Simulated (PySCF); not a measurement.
## `Nc1ccc(F)cc1`, C6H6FN

Molfile (atoms numbered from 1):
```
C6H6FN
     RDKit          3D

 14 14  0  0  0  0  0  0  0  0999 V2000
    2.4312   -0.0491    0.1033 N   0  0  0  0  0  0  0  0  0  0  0  0
    1.0562    0.0904    0.0327 C   0  0  0  0  0  0  0  0  0  0  0  0
    0.4460    1.3433    0.2124 C   0  0  0  0  0  0  0  0  0  0  0  0
   -0.9386    1.4779    0.1934 C   0  0  0  0  0  0  0  0  0  0  0  0
   -1.7332    0.3569   -0.0062 C   0  0  0  0  0  0  0  0  0  0  0  0
   -3.0644    0.4841   -0.0270 F   0  0  0  0  0  0  0  0  0  0  0  0
   -1.1599   -0.8946   -0.1873 C   0  0  0  0  0  0  0  0  0  0  0  0
    0.2251   -1.0248   -0.1676 C   0  0  0  0  0  0  0  0  0  0  0  0
    2.9715    0.7861   -0.0798 H   0  0  0  0  0  0  0  0  0  0  0  0
    2.8171   -0.8693   -0.3452 H   0  0  0  0  0  0  0  0  0  0  0  0
    1.0692    2.2268    0.3739 H   0  0  0  0  0  0  0  0  0  0  0  0
   -1.4121    2.4517    0.3317 H   0  0  0  0  0  0  0  0  0  0  0  0
   -1.8051   -1.7611   -0.3443 H   0  0  0  0  0  0  0  0  0  0  0  0
    0.6737   -2.0121   -0.3063 H   0  0  0  0  0  0  0  0  0  0  0  0
  1  2  1  0
  2  3  1  0
  3  4  2  0
  4  5  1  0
  5  6  1  0
  5  7  2  0
  7  8  1  0
  8  2  2  0
  1  9  1  0
  1 10  1  0
  3 11  1  0
  4 12  1  0
  7 13  1  0
  8 14  1  0
M  END
```

Computed with TDDFT CAM-B3LYP/aug-cc-pVDZ excited states, vertical, gas phase in PySCF 2.14.0. Geometry: PBE0-D3(BJ)/def2-SVP.

Question: Give the one- and two-photon strengths of the lowest singlets.

Answer: δ for parallel linear polarisation; σ at the peak of a Lorentzian of half width 0.1 eV, single beam; Ω is circular over linear.
```tsv
state	E (eV)	f	photon λ (nm)	δ (au)	σ (GM)	Ω	main
S1	4.62	0.052	537	13.5	0.10	1.50	HOMO→LUMO+1 0.65, HOMO→LUMO+2 0.27
S2	4.82	0.005	515	49.8	0.42	1.48	HOMO→LUMO 0.91
S3	5.51	0.093	450	4.88	0.05	1.11	HOMO→LUMO+5 0.42, HOMO→LUMO+3 0.23
S4	5.55	0.000	447	0.75	0.01	1.50	HOMO→LUMO+2 0.62, HOMO→LUMO+1 0.28
S5	5.64	0.022	439	36.7	0.43	1.16	HOMO→LUMO+3 0.69, HOMO→LUMO+6 0.14
S6	6.18	0.009	401	2.75	0.04	0.16	HOMO→LUMO+6 0.42, HOMO→LUMO+5 0.29
```
